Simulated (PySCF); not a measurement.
**A small calculation by hand: chemical shift, span and skew from a shielding tensor**

CH₅BOS₂, SMILES B(OC)(S)S. Atoms are numbered in the order given.

```xyz
10

B      0.1163    -0.1369     0.0000
O      1.1800     0.6946     0.0000
C      1.0541     2.0958     0.0000
H      0.5153     2.4490    -0.8952
H      0.5153     2.4490     0.8952
H      2.0628     2.5302     0.0000
S      0.3959    -1.9320     0.0000
H      1.7430    -1.8375     0.0000
S     -1.5815     0.5333     0.0000
H     -2.2118    -0.6591     0.0000
```

Geometry optimised at PBE0-D3(BJ)/def2-SVP. This is a generated structure with no PubChem entry under its InChIKey; it may be hypothetical. The values are those of a single conformer.

GIAO shieldings from PySCF with PBE0/pcSseg-1, non-relativistic, no solvent. The symmetric part of the tensor of C3 has the principal values 101.6, 103.4, 182.4 ppm. The same nucleus in TMS has σ = 186.3 ppm at this level (PySCF, at its B3LYP-D3(BJ)/def2-TZVP geometry).

**Question.** Work out the isotropic shielding, the ¹³C shift against TMS, the span and the skew.

**Answer.** 
σ(iso) = (σ11 + σ22 + σ33)/3 = 129.1 ppm. δ = σ(ref) − σ(iso) = 186.3 − (129.1) = 57.2 ppm.
Span Ω = σ33 − σ11 = 80.8 ppm. Skew κ = 3(σ(iso) − σ22)/Ω = 0.96. Tumbling in solution averages the tensor to δ; in a static solid the shielding alone would spread this spin-1/2 line over Ω.
